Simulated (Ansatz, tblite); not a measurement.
Forces on AlSi₁₃PH₂₄, a doped nanocrystal cut from the lattice of silicon (Al and P 2.4 A apart) at its PBE-D4/def2-SVP geometry. Charge 0, multiplicity 1.

The xTB rows come from tblite. Single mean-field runs in def2-TZVP are fitted with def2-universal-jkfit.

GFN1-xTB (tblite), largest force 0.71 eV/Å:

```xyz
39
positions Å, forces eV/Å
Al    0.273    1.400   -0.206    0.136    0.677   -0.101
P    -1.688    0.090    0.495   -0.410   -0.213    0.141
Si   -1.025    0.746   -3.871   -0.223    0.196   -0.497
Si    1.495   -1.820   -2.277    0.294   -0.196   -0.225
Si   -2.663   -1.386   -0.967   -0.244   -0.048    0.144
Si   -1.638   -1.083    2.466   -0.280   -0.059    0.023
Si    2.582   -1.493    1.360    0.379   -0.170    0.057
Si    1.207    1.415    3.624    0.073    0.285    0.499
Si   -2.905   -0.451   -3.114   -0.143   -0.157   -0.019
Si    0.801   -0.698   -4.229    0.058   -0.157   -0.225
Si   -0.578    2.421   -2.275    0.052   -0.042    0.100
Si    2.027   -0.281   -0.578    0.014   -0.161    0.011
Si    0.631    2.784    1.794   -0.008   -0.060   -0.104
Si   -0.720    0.199    4.216   -0.102   -0.144    0.119
Si    3.005   -0.035    3.161    0.179   -0.120    0.180
H    -1.451    1.309   -5.210    0.112   -0.176    0.322
H     2.659   -2.722   -2.618   -0.581    0.141    0.159
H     0.366   -2.712   -1.816    0.647    0.200   -0.214
H    -1.751   -2.579   -0.928   -0.577    0.366    0.162
H    -3.980   -1.760   -0.335    0.553   -0.073   -0.200
H    -0.836   -2.308    2.131   -0.590    0.362    0.120
H    -3.065   -1.492    2.723    0.576   -0.066   -0.125
H     3.787   -2.382    1.155   -0.580    0.140    0.163
H     1.430   -2.394    1.741    0.649    0.201   -0.208
H     1.548    2.208    4.867   -0.072   -0.231   -0.297
H    -3.287   -1.603   -4.012   -0.068    0.546    0.262
H    -4.098    0.468   -3.010    0.288   -0.455   -0.174
H     0.439   -1.683   -5.315    0.297    0.478    0.255
H     1.953    0.138   -4.731   -0.404   -0.430   -0.003
H     0.420    3.366   -2.905   -0.542   -0.052    0.094
H    -1.866    3.199   -2.100    0.482    0.031   -0.262
H     3.298    0.412   -1.020   -0.255   -0.282    0.101
H    -2.773    0.994    0.739    0.346   -0.417   -0.067
H    -0.584    3.581    2.224    0.545    0.051   -0.052
H     1.762    3.773    1.618   -0.503   -0.041    0.226
H    -1.822    1.143    4.630    0.359   -0.433    0.060
H    -0.494   -0.774    5.348   -0.227    0.499   -0.267
H     4.201    0.818    2.812   -0.315   -0.404    0.292
H     3.342   -0.809    4.413    0.086    0.415   -0.450
```

GFN2-xTB (tblite), largest force 1.10 eV/Å:

```
Al 0.650 0.847 -0.269
P -0.796 -0.591 0.290
Si -0.124 0.027 -0.516
Si 0.278 -0.104 -0.405
Si -0.443 -0.220 -0.353
Si -0.168 -0.139 0.568
Si 0.458 -0.050 0.199
Si 0.174 0.116 0.488
Si -0.156 -0.035 -0.122
Si 0.096 -0.210 -0.130
Si 0.031 0.196 0.154
Si -0.113 -0.275 0.059
Si -0.067 0.167 -0.175
Si -0.063 -0.007 0.191
Si 0.162 -0.190 0.089
H 0.093 -0.186 0.363
H -0.576 0.212 0.184
H 0.471 0.249 -0.155
H -0.378 0.483 0.196
H 0.594 0.053 -0.027
H -0.447 0.463 -0.034
H 0.510 0.028 -0.310
H -0.593 0.206 0.127
H 0.466 0.248 -0.169
H -0.109 -0.247 -0.320
H -0.009 0.493 0.407
H 0.323 -0.459 -0.117
H 0.246 0.450 0.301
H -0.441 -0.406 0.091
H -0.397 -0.159 0.135
H 0.344 -0.054 -0.202
H -0.253 -0.183 0.092
H 0.509 -0.483 -0.110
H 0.401 -0.036 -0.012
H -0.398 -0.161 0.131
H 0.358 -0.448 -0.005
H -0.253 0.421 -0.410
H -0.398 -0.395 0.232
H 0.020 0.382 -0.455
```

PBE-D4/def2-TZVP (Ansatz), largest force 0.18 eV/Å:

```
Al -0.016 -0.005 0.005
P -0.130 -0.044 0.043
Si -0.027 0.023 -0.028
Si 0.020 -0.085 -0.017
Si -0.009 -0.009 0.097
Si -0.060 -0.024 -0.073
Si 0.030 -0.082 0.017
Si -0.008 0.028 0.034
Si -0.071 -0.003 -0.049
Si 0.034 -0.013 -0.064
Si -0.047 0.079 -0.086
Si 0.064 -0.069 -0.013
Si 0.003 0.095 0.084
Si -0.033 0.008 0.080
Si 0.064 -0.004 0.036
H 0.028 -0.049 0.101
H -0.122 0.085 0.034
H 0.131 0.105 -0.042
H -0.082 0.118 0.009
H 0.119 0.024 -0.060
H -0.079 0.119 0.018
H 0.131 0.027 -0.019
H -0.125 0.084 0.024
H 0.127 0.104 -0.053
H -0.029 -0.066 -0.091
H 0.026 0.107 0.086
H 0.106 -0.091 -0.010
H 0.041 0.094 0.093
H -0.108 -0.079 0.037
H -0.095 -0.079 0.058
H 0.129 -0.065 -0.025
H -0.104 -0.058 0.036
H 0.134 -0.120 -0.030
H 0.125 -0.066 -0.040
H -0.107 -0.083 0.016
H 0.098 -0.093 -0.034
H -0.031 0.091 -0.103
H -0.106 -0.079 0.041
H -0.021 0.075 -0.114
```
